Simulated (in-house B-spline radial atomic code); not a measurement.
The numbers below are computed, except where a source is named.
## Ghost states of the separable form: Al

Al, [Ne] 3s2 3p1, non-relativistic PBE, spherical and spin-unpolarised, from a B-spline radial code for spherical atoms (atomic units; all potentials screened as in the neutral atom).

Troullier-Martins channels: 3s (ε = -0.2841, r_c = 1.696 bohr), 3p (ε = -0.1000, r_c = 2.29 bohr). In the Kleinman-Bylander form one channel serves as the local potential, and each other channel l becomes |δV u><u δV|/<u|δV|u>, with δV = V_l − V_local and u the pseudo-orbital. Its strength is E_KB = <u|δV²|u>/<u|δV|u>. By the analysis of Gonze, Stumpf and Scheffler a spurious state lies below the reference level ε if E_KB > 0 and ε is above the second level of the local potential alone, or if E_KB < 0 and ε is above its first. The table's levels are those of angular momentum l in a sphere of 9 bohr, whose wall can lift a shallow ε a little above its free-atom value.

```json
{"local": "p", "channel": "s", "<u δV u>": "0.039509", "<u δV² u>": "0.07733", "ε": "-0.2840", "first local level": "-0.3778", "second local level": "0.0183"}
{"local": "s", "channel": "p", "<u δV u>": "-0.013087", "<u δV² u>": "0.028753", "ε": "-0.0979", "first local level": "-0.0905", "second local level": "0.1395"}
```

Problem. Apply the rule to each row.

Solution. Local p, channel s: E_KB = +1.96, so ε = -0.2840 is set against 0.0183: no ghost. Local s, channel p: E_KB = -2.2, so ε = -0.0979 is set against -0.0905: no ghost.

Diagonalising the separable Hamiltonian gives:

```
local  channel      three lowest levels  all-electron, two lowest valence levels
    p        s  -0.2840, 0.0539, 0.3732                          -0.2840, 0.0539
    s        p  -0.0979, 0.1316, 0.4686                          -0.0979, 0.1321
```

Problem. Which choices of local channel are safe?

Solution. All are free of ghosts. Among the safe choices the second level, which tests transfer, is off by at most 0.4 millihartree (s local), 0.0 millihartree (p local).
